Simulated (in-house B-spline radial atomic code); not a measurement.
Ca⁺. Computed with a B-spline radial atomic code. Model: non-relativistic spherical atom: semilocal Troullier-Martins pseudo-atom, one channel per l, against all electrons, high spin, G0W0 and RPA with empty states to l = 8, local potential for every l without a channel, a model core (radius 0 = none) keeps its share of the functional.

What the tables leave out is listed at the end.

The pseudopotential gives back the lowest level of each angular momentum of its own functional in the configuration it was made in; a second state of the same l is only approximately right. Exact exchange, RPA and GW see the smooth pseudo-orbitals and miss the exchange with the core, for which the functional's share stands in. The column with an uncorrelated core keeps all orbitals and exact exchange, and so separates missing core correlation from pseudisation. Only the three outermost levels and the lowest empty one were computed. RPA here is direct RPA, with no exchange kernel, and its energies carry an (l + 1/2)⁻⁴ tail. A hybrid on a potential with a model core restores only its own semilocal share of the core's exchange.

Command:
```bash
python run_psgw.py task.json out
```
Settings (lengths in bohr, energies in hartree):
```
Z                      20
electrons              19
configuration          [Ar] 4s1
generated_in           [Ar] 4s2
functional             lda,vwn
core_shells            4
radius_factor          0.8
core_correction        False
ion_configuration      [Ne] 3s2 3p6
```

Cost of the run: 24 s on 1 thread of Intel(R) Xeon(R) Platinum 8488C (Sapphire Rapids) (shared host).

Given: made with LDA VWN5; model core radius 0 bohr; local radius 1.115 bohr; mean-field start LDA VWN5.

Valence shells of the generating configuration: 3p, 4s.

Channel: s 2.676, p 0.839, d 1.92 (radii in bohr).

Computed: largest level miss in the spin-unpolarised generating configuration 0 eV; valence RPA correlation energy all-electron orbitals -0.36857 hartree; valence RPA correlation energy pseudo -0.52607 hartree; all-electron RPA polarisability, core included 44.966 bohr³; ionisation by mean-field all-electron 12.115 eV; ionisation by mean-field pseudo minus all -0.017 eV; ionisation by RPA pseudo minus all 0.424 eV.

```csv
level,occupied,mean-field all-electron (eV),mean-field pseudo minus all (eV),G0W0 all-electron (eV),G0W0 uncorrelated core minus all (eV),G0W0 pseudo minus all (eV),exchange self-energy all-electron (eV),exchange self-energy pseudo (eV)
4s up,1,-9.461,0.008,-12.366,0.013,-0.325,-8.4576,-8.2633
3d up (empty),0,-8.8489,0.047,-4.4098,0.233,0.135,-7.4611,-5.4832
```

(1) What is the pseudo-atom RPA polarisability?

(2) What is the ionisation by RPA all-electron?

Given: mean-field start PBE0.

Computed: valence RPA correlation energy pseudo -0.48945 hartree; pseudo-atom RPA polarisability 36.98 bohr³; ionisation by mean-field all-electron 11.875 eV; ionisation by mean-field pseudo minus all 0.185 eV; ionisation by RPA all-electron 12.235 eV; ionisation by RPA pseudo minus all 0.399 eV.

```
          level  occupied  mean-field all-electron (eV)  mean-field pseudo minus all (eV)  G0W0 all-electron (eV)  G0W0 uncorrelated core minus all (eV)  G0W0 pseudo minus all (eV)  exchange self-energy all-electron (eV)  exchange self-energy pseudo (eV)
          4s up         1                       -9.9147                            -0.158                 -12.285                                  0.015                      -0.373                                 -8.1837                           -8.3643
4s down (empty)         0                       -7.3449                            -0.116                 -6.2355                                  0.017                      -0.278                                 -1.4253                           -1.4703
```

(3) What is the valence RPA correlation energy all-electron orbitals?

(4) What is the all-electron RPA polarisability, core included?

Given: mean-field start Hartree-Fock.

Computed: valence RPA correlation energy all-electron orbitals -0.27329 hartree; valence RPA correlation energy pseudo -0.41192 hartree; all-electron RPA polarisability, core included 29.26 bohr³; pseudo-atom RPA polarisability 22.34 bohr³; ionisation by mean-field pseudo minus all 0.821 eV; ionisation by RPA pseudo minus all 0.444 eV.

```json
{"level": "4s up", "occupied": "1", "mean-field all-electron (eV)": "-11.337", "mean-field pseudo minus all (eV)": "-0.869", "G0W0 all-electron (eV)": "-12.126", "G0W0 uncorrelated core minus all (eV)": "0.015", "G0W0 pseudo minus all (eV)": "-0.51", "exchange self-energy all-electron (eV)": "-7.7657", "exchange self-energy pseudo (eV)": "-8.9777"}
{"level": "3p down", "occupied": "?", "mean-field all-electron (eV)": "?", "mean-field pseudo minus all (eV)": "?", "G0W0 all-electron (eV)": "?", "G0W0 uncorrelated core minus all (eV)": "?", "G0W0 pseudo minus all (eV)": "?", "exchange self-energy all-electron (eV)": "?", "exchange self-energy pseudo (eV)": "?"}
{"level": "3p up", "occupied": "1", "mean-field all-electron (eV)": "-43.1", "mean-field pseudo minus all (eV)": "2.511", "G0W0 all-electron (eV)": "-43.075", "G0W0 uncorrelated core minus all (eV)": "-0.389", "G0W0 pseudo minus all (eV)": "1.566", "exchange self-energy all-electron (eV)": "-31.359", "exchange self-energy pseudo (eV)": "-23.511"}
{"level": "4s down (empty)", "occupied": "0", "mean-field all-electron (eV)": "-4.9695", "mean-field pseudo minus all (eV)": "-0.322", "G0W0 all-electron (eV)": "-5.9062", "G0W0 uncorrelated core minus all (eV)": "0.012", "G0W0 pseudo minus all (eV)": "-0.118", "exchange self-energy all-electron (eV)": "-0.78087", "exchange self-energy pseudo (eV)": "-1.1144"}
```

(5) What belongs in the row 3p down?

(6) What is the ionisation by mean-field all-electron?

(7) What is the ionisation by RPA all-electron?

## Answers

(1) 44.966 bohr³.

(2) 12.449 eV.

(3) -0.33516 hartree.

(4) 39.667 bohr³.

(5) occupied: 1; mean-field all-electron (eV): -42.975; mean-field pseudo minus all (eV): 2.829; G0W0 all-electron (eV): -42.967; G0W0 uncorrelated core minus all (eV): -0.386; G0W0 pseudo minus all (eV): 1.596; exchange self-energy all-electron (eV): -31.306; exchange self-energy pseudo (eV): -23.221.

(6) 11.315 eV.

(7) 11.984 eV.

Among the listed levels the largest G0W0 shift of the pseudo-atom is +1.60 eV, for 3p down on the Hartree-Fock start, while leaving the core uncorrelated moves that level by -0.39 eV. So pseudisation and the lost core exchange, not the missing core correlation, make the error. Not in the tables (levels of low weight, unsolved or above zero; the highest and the empty levels are kept at any weight): on LDA the G0W0 levels 3p down (pseudo minus all +0.31 eV, weights 0.48 and 0.43), 3p up (pseudo minus all +0.89 eV, weights 0.28 and 0.40); on PBE0 the G0W0 levels 3p down (pseudo minus all +0.57 eV, weights 0.59 and 0.75), 3p up (pseudo minus all +0.67 eV, weights 0.53 and 0.74).
